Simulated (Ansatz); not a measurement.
Harmonic frequencies (cm⁻¹) at PBE0-D4/def2-TZVP from Ansatz: 66, 112, 181, 295, 339, 616, 651, 730, 757, 817, 860, 889, 937, 948, 975, 1084, 1234, 1404, 2219, 2224, 2263, 2640, 2736, 3580.

Each molecule was computed in one conformer, which needn't be the lowest.

Question: Which molecule is it?
A. `C#[C][Al]([NH2])[NH2]`
B. `[SiH3]NBS`
C. `B[SiH2][SbH][CH3]`
D. `C[B](C)[ZnH]`

Answer: B.
